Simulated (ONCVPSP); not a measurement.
What the settings do to the ONCV potential of iodine (I)

Base potential:

- Element: I
- Generator: ONCVPSP 4.0.1
- Type: optimised norm-conserving Vanderbilt (ONCV)
- Functional: PBE
- Relativity: scalar-relativistic
- Frozen core: [Ar] 3d10
- Valence charge: 25
- Reference configuration: 4s2 4p6 4d10 5s2 5p3 (charge +2)
- Partial waves: 4s+5s: rc 1.10 bohr, ncon 4, nbas 8, qcut 8.2 1/bohr, 2 projectors; 4p+5p: rc 1.30 bohr, ncon 3, nbas 7, qcut 9.5 1/bohr, 2 projectors; 4d: rc 1.50 bohr, ncon 4, nbas 8, qcut 11.1 1/bohr, 3 projectors, debl 0.8 Ha; f scattering state at 0.25 Ha: rc 1.60 bohr, ncon 4, nbas 8, qcut 6.3 1/bohr, 2 projectors, debl 1.7 Ha
- Local potential: polynomial inside 0.80 bohr (lpopt 4, dvloc0 0 Ha)
- Core correction: none

In the d channel the program set the typed energies aside and used -2.594, 0.250, 1.050 Ha.

All-electron outer shells of the reference configuration (PBE, scalar-relativistic, ld1.x):

```csv
shell,level (eV),outermost node (bohr),outermost maximum (bohr)
3p,-879.90,0.13,0.28
3d,-626.52,–,0.23
4s,-201.00,0.37,0.68
4p,-147.95,0.37,0.72
4d,-70.59,0.35,0.78
5s,-36.00,0.88,1.68
5p,-24.48,0.96,1.92
```

Cutoffs, loose and tight: the cutoffs (Ha) at which the residual kinetic energy of the hardest occupied pseudo-wave falls to 1 and 0.1 mHa per electron. They do not see the model core or the augmentation charge, which bear on the density cutoff. Test errors are all-electron minus pseudo excitation energies from the reference, over the configurations 4s2 4p6 4d10 5s2 5p5; 4s2 4p6 4d10 5s2 5p4; 4s2 4p6 4d10 5s2 5p2; 4s2 4p6 4d9 5s2 5p6. A dash means not determined; rows that change the core or the reference have their own tests.

```tsv
change	outcome	cutoff, loose	cutoff, tight	bound ghosts	GHOST(+) flags above zero	largest test error (meV)
base	generated, projector energies reset by the program	70 Ha	144 Ha	none	s	+43
s: rc 0.8	generated, projector energies reset by the program	258 Ha	338 Ha	none	s	+44
s: rc 0.88	generated, projector energies reset by the program	215 Ha	251 Ha	none	none	+43
s: rc 1	generated, projector energies reset by the program	152 Ha	185 Ha	none	s	+43
s: rc 1.26	generated, projector energies reset by the program	44 Ha	79 Ha	none	s	+43
s: rc 1.34	generated, projector energies reset by the program	44 Ha	51 Ha	none	s	+44
s: rc 1.44	generated, projector energies reset by the program	44 Ha	51 Ha	none	none	+44
s: rc 1.62	generated, projector energies reset by the program	44 Ha	51 Ha	none	none	+45
```

Problem. What comes out with this change to the base: s: rc 1.12?

Solution. outcome: generated, projector energies reset by the program; cutoff, loose: 50 Ha; cutoff, tight: 137 Ha; bound ghosts: none; GHOST(+) flags above zero: s; largest test error (meV): +43.

Reading the sweep of the s radius (base included, trends over the rows without a ghost): The loose cutoff falls from 258 Ha at 0.8 to 44 Ha at 1.62 bohr. A larger radius leaves more room for a smooth pseudo-wave, so fewer plane waves are needed; a smaller one forces it to follow the all-electron wave where it bends sharply. The median size of the test errors (rows with all tests solved) stays near 7.3 meV.
